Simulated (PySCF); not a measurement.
## Calculated data, Al₂BClH₃

All values are calculated (PySCF 2.14.0). Calculation on a computer-drawn molecule: the log of a Hartree-Fock and frozen-core CCSD(T) single point meant for a local Hartree-Fock minimum, with one planted fault or none, to be diagnosed. Offsets are logged minus clean, where the clean run is the same molecule without the fault. The reference is restricted for singlets and unrestricted otherwise, and also for a bond in bohr or an excited solution. Adding or removing an electron swaps singlet and doublet. The excited solution moves the top pair (singlet) or top alpha electron (doublet) to the lowest empty orbital. Highest occupied and lowest empty are orbital energies over both spins, largest force is the largest gradient component, triples share is (T) over the correlation energy, the T1 limit is 0.02 restricted and 0.045 unrestricted, electrons count all cores, a negative frequency is imaginary (commonest isotopes), and the dipole is about the centre of nuclear charge.

```xyz
7
formula=Al2BClH3 meant_charge=0 meant_multiplicity=2 meant_basis=cc-pV(D+d)Z logged_electrons=52 logged_basis_functions=98 logged_SCF_converged=yes logged_spin_squared=0 logged_highest_occupied=-0.95798 logged_lowest_empty=5.0264 logged_largest_force=0.029696 logged_T1_diagnostic=0.035928 logged_D1_diagnostic=0.14729 logged_triples_share=0.033158 logged_CC_converged=yes logged_dipole_magnitude=1.9433 logged_SCF_stable_within_its_kind=yes logged_energy_HF=-969.78444 logged_energy_CCSD(T)=-970.20835 possible_faults=no_fault,one_electron_removed,one_electron_added,multiplicity_raised_by_two,geometry_at_a_saddle_point,SCF_held_on_an_excited_solution,minimal_basis_STO-3G,one_bond_length_entered_in_bohr,all_coordinates_scaled
B     -0.9816    -0.9046     0.3920
Al    -3.0559    -0.4547     0.0769
Al    -3.9368     0.7940    -2.1061
Cl    -3.9929     2.9447    -2.1622
H     -0.4147    -1.7842    -0.2041
H     -0.2977    -0.2708     1.1533
H     -4.1852    -1.0636     1.0164
```

Units: logged_highest_occupied, logged_lowest_empty in eV; logged_largest_force in hartree/bohr; logged_dipole_magnitude in debye; logged_energy_HF, logged_energy_CCSD(T) in hartree.

Drawn bonds:
| atom | other atom | order |
| --- | --- | --- |
| 1 | 2 | 1 |
| 2 | 3 | 1 |
| 3 | 4 | 1 |
| 1 | 5 | 1 |
| 1 | 6 | 1 |
| 2 | 7 | 1 |

Notes: T1 above single-reference limit.

## Withheld values
1. Which fault was planted in the run of Al₂BClH₃?

Answers
1. one electron added

Further results for Al₂BClH₃:

- HF energy offset from clean run: -2.743 kcal/mol
- CCSD(T) energy offset from clean run: -28.2 kcal/mol
